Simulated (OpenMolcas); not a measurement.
**neutral carbon: RASPT2 settings compared**

```
Program             : OpenMolcas
Basis               : ANO-R2 [4s4p2d1f]
Scalar Hamiltonian  : X2C, finite nucleus
Active space        : 4 electrons in 9 orbitals (RAS2 2s 2p; RAS3 3d, at most 2 electrons)
State averaging     : 2S+1 = 3 even, 3 roots; 2S+1 = 1 even, 6 roots kept (CI in the orbitals of an earlier block); 2S+1 = 5 odd, 1 root
Spin-orbit coupling : state interaction with AMFI integrals over the reference wave functions, term energies averaged over their components
```

Methods on the same reference wave functions:
A. RASSCF
B. SS-RASPT2, IPEA 0 Eh, real shift 0.05 Eh (closed shells correlated: none)
C. SS-RASPT2, IPEA 0.1 Eh, sigma1 regulariser 0.1 Eh (closed shells correlated: 1s)
D. SS-RASPT2, IPEA 0.1 Eh, sigma1 regulariser 0.3 Eh (closed shells correlated: 1s)

Energies in eV above 2s2 2p2 3P0, the measured ground level; measured values from NIST Handbook of Basic Atomic Spectroscopic Data.

| Level | A | B | C | D | Measured |
| --- | --- | --- | --- | --- | --- |
| 2s2 2p2 3P0 | 0.0000 | 0.0000 | 0.0000 | 0.0000 | 0.0000 |
| 2s2 2p2 3P1 | 0.0018 | 0.0018 | 0.0018 | 0.0018 | 0.0020 |
| 2s2 2p2 3P2 | 0.0055 | 0.0055 | 0.0055 | 0.0055 | 0.0054 |
| 2s2 2p2 1D2 | 1.5935 | 1.333 | 1.336 | 1.344 | 1.2637 |
| 2s2 2p2 1S0 | 3.3572 | 2.593 | 2.617 | 2.707 | 2.6840 |
| 2s 2p3 5S* 2 | 3.7555 | 3.986 | 3.976 | 3.980 | 4.1826 |

Deviations, from unrounded energies. A percentage is the sum of absolute deviations over the sum of measured energies, with the sign that they share, or ± where signs differ.

```csv
Against measurement,Levels,A,B,C,D
mean absolute deviation (cm-1),5,2300,580,560,490
fine structure of the ground term (%),2,±4.0,±4.0,±4.0,±4.0
other terms of the ground configuration (%),2,+25.4,±4.0,±3.5,+2.6
other configurations (%),1,-10.2,-4.7,-4.9,-4.9
```

D lies closest to measurement on these levels and A furthest from it. The largest miss of D in the table is 2s 2p3 5S* 2, by -1600 cm-1. The ranking rests on the paired levels alone, and a cruder setting can come out closer through cancelling errors.

Among B to D the level of the table that moves most is 2s2 2p2 1S0, by 910 cm-1 (lowest in B, highest in D). Moves below CASPT2's spread within the term are not significant.

From A to B the spin-free energies of the other terms of 2s2 2p2 shown, above 3P, scale by factors of 0.77 to 0.84.

The lowest spin-free term lies below A's lowest term by 0.029 hartree in B, 0.039 hartree in C, 0.039 hartree in D.

CASPT2 does not keep the components of a term degenerate, so their means are used; among the terms shown or strongly mixed into the levels shown the widest spread is 41 cm-1 (2s2 2p2 1D, B). Terms from blocks run as CI alone lack orbitals of their own. Active for correlation alone: 3d; no level in the range computed is led by a configuration that fills it, so any true level of that kind is missing. Without dynamic correlation excited terms often stand tens of per cent too high (terms of higher spin than the ground term too low), and those without a measured partner can miss by more than the paired ones (holds for A). Measured partners are found by configuration, term and J. A level has none where our copy of the source lacks it or the pairing is in doubt (some pairs that miss far off the trend of their configuration count as doubtful), and it then counts in no deviation. Only configurations of the active space appear.

* marks odd parity.
